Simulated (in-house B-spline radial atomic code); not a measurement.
A calculation on the iodine ion I⁶⁺: its settings, and results tabulated from the run. Method: non-relativistic B97-1, spin-polarised, spherical fractional occupations, exact exchange averaged over the configuration, point nucleus. Calculated with a radial B-spline atomic code at the basis-set limit.

Command:
```bash
python run_scf.py task.json out
```
Settings:
```
Z                53
configuration    [Kr] 4d10 5s1
hamiltonian      nr
method           b97_1
spin_polarised   True
exact_exchange   averaged over the configuration
```

Output (hartree, bohr):
```
 radial grid: 51 intervals, B-splines of order 8, outer radius 21.6418 bohr

 iter        energy (Eh)    residual
    1       -6884.690359    1.08e+00
    2       -6902.269417    7.30e-01
    3       -6911.632728    1.76e-01
    4       -6912.213073    4.93e-02
    5       -6912.233409    2.40e-02
    6       -6912.243023    2.90e-03
    7       -6912.243067    9.52e-05
    8       -6912.243067    9.89e-06
    9       -6912.243067    3.73e-07

 total energy                     -6912.24307
 kinetic                            6909.6136
 electron-nucleus                 -16279.6788
 Hartree                            2631.9310
 exact exchange                      -36.1035
 exchange-correlation               -138.0054

 orbital      occ     eigenvalue          <r>       <r^2>       <1/r>     <1/r^2>       r_max
 1s up      1.000     -1168.7192    0.0286812  0.00110017     52.4694      5525.1       0.019
 1s down    1.000     -1168.7155    0.0286813  0.00110017     52.4693     5525.08       0.019
 2s up      1.000      -179.2038     0.123442   0.0178912     12.0447     588.943      0.1049
 2s down    1.000      -179.2005     0.123443   0.0178915     12.0445     588.927      0.1049
 2p up      3.000      -168.4859     0.105169   0.0134422       12.05     196.535     0.08204
 2p down    3.000      -168.4837     0.105169   0.0134422       12.05     196.534     0.08204
 3s up      1.000       -38.5914     0.327557    0.122406     4.39777     118.557      0.2987
 3s down    1.000       -38.5865     0.327571    0.122415     4.39745     118.537      0.2987
 3p up      3.000       -34.0748     0.318048    0.117112       4.322     39.4192      0.2853
 3p down    3.000       -34.0715     0.318043    0.117107     4.32204     39.4197      0.2853
 3d up      5.000       -25.7123     0.288619   0.0983897     4.18967     21.8981      0.2323
 3d down    5.000       -25.7099     0.288609   0.0983819     4.18976     21.8989      0.2323
 4s up      1.000        -9.0672     0.767386    0.664223     1.79727      25.893      0.7064
 4s down    1.000        -9.0559     0.767623    0.664545     1.79618     25.8518      0.7067
 4p up      3.000        -7.4638     0.801292     0.72996     1.69595     8.33121      0.7257
 4p down    3.000        -7.4559     0.800638    0.728558     1.69694     8.33875      0.7258
 4d up      5.000        -4.7158     0.897247    0.934125     1.46813     3.91721      0.7726
 4d down    5.000        -4.7066      0.89572    0.930722     1.47039     3.92783      0.7723
 5s up      1.000        -2.9426      1.75527     3.43015    0.746635     5.17337       1.636
```

Time taken, with all properties: 0.16 s on 1 thread of Intel(R) Xeon(R) 6975P-C (shared host).
